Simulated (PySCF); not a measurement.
Ionisation energy of Sc+ by level of theory

Sc+ [Ar] 3d1 4s1 (3D) → Sc(2+) [Ar] 3d1 (2D), as a difference of total energies. Calculation: PySCF 2.14, in cc-pVTZ (7s6p4d2f1g, 68 functions); no relativity, point nucleus. Correlated levels: valence: [Ar] frozen. The calculations carry no spin-orbit coupling.

```json
{"method": "UHF", "ionisation energy (eV)": "12.157", "difference from reference (eV)": "-0.643"}
{"method": "PBE", "ionisation energy (eV)": "13.048", "difference from reference (eV)": "+0.248"}
{"method": "BP86", "ionisation energy (eV)": "13.070", "difference from reference (eV)": "+0.270"}
{"method": "MP2 (valence)", "ionisation energy (eV)": "12.246", "difference from reference (eV)": "-0.554"}
{"method": "SCS-MP2 (valence)", "ionisation energy (eV)": "12.187", "difference from reference (eV)": "-0.613"}
```

Reference: 12.800 eV (measured; NIST Atomic Spectra Database, ionization energies).

These non-relativistic numbers lack the scalar-relativistic shift.

The reference lies between the lowest fine-structure levels, while these numbers refer to the centres of the terms.

Errors of the correlated levels include the incompleteness of this basis and the frozen core.
